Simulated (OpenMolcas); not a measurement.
## Potential curves of HfO⁺: spin-free states

Computed with OpenMolcas 26.06: state-averaged CASSCF(7,9) over Hf 6s 5d, O 2p, XMS-CASPT2 (IPEA 0.25, imaginary shift 0.2 hartree), scalar X2C, ANO-RCC-VDZP, then RASSI spin–orbit state interaction with atomic mean-field integrals. C2 symmetry about the axis (a holds Σ, Δ, Γ; b holds Π, Φ, H; Σ⁺ and Σ⁻ are not told apart); roots by multiplicity and irrep: 2a 3.

XMS-CASPT2 energies in eV from the lowest point. Curves are followed by energy order within each symmetry, so they are adiabatic and may change character at avoided crossings; Σ⁺ and Σ⁻ are counted together.

```json
{"R (Å)": "1.518", "(1)2Σ": "1.171", "(1)2Δ": "2.137"}
{"R (Å)": "1.586", "(1)2Σ": "0.378", "(1)2Δ": "1.318"}
{"R (Å)": "1.636", "(1)2Σ": "0.090", "(1)2Δ": "1.005"}
{"R (Å)": "1.687", "(1)2Σ": "0.000", "(1)2Δ": "0.885"}
{"R (Å)": "1.746", "(1)2Σ": "0.076", "(1)2Δ": "0.925"}
{"R (Å)": "1.805", "(1)2Σ": "0.294", "(1)2Δ": "1.105"}
{"R (Å)": "1.889", "(1)2Σ": "0.760", "(1)2Δ": "1.516"}
{"R (Å)": "2.024", "(1)2Σ": "1.709", "(1)2Δ": "2.383"}
{"R (Å)": "2.277", "(1)2Σ": "3.557", "(1)2Δ": "4.125"}
```

Q: With masses 179.947 and 15.995 u, fit the curves (1)2Σ, (1)2Δ near their minima.

A: At XMS-CASPT2, Te from the lowest curve (the fit fixes ωe to a per cent or two; the method's Re and ωe can be off by some per cent):

| curve | Te (cm⁻¹) | Re (Å) | ωe (cm⁻¹) |
| --- | --- | --- | --- |
| (1)2Σ | 0 | 1.690 | 1018.4 |
| (1)2Δ | 7090 | 1.702 | 980.8 |

Only roots inside an energy window near the equilibrium distance were included, so the list of states is not complete; labels number the states computed. Each spin and symmetry block has orbitals of its own, averaged over its own roots, so gaps between blocks are less sure than gaps within one and near the minimum can be off by tenths of an eV, in bad cases by more. No Rydberg orbitals are active, so Rydberg states, and σ→σ* states whose orbital the CASSCF left unused, can be missing between those listed. CASPT2 splits the two components of degenerate states numerically, here by up to 18 cm⁻¹. No roots were computed in blocks 2b, 4a, 4b (none fell in the window or the block failed), so states of that kind are missing and can lie low or lowest. For d and f metals this valence active space lacks a second d shell: the order of states is not reliable within half an eV or more, and the lowest computed state need not be the true ground state.
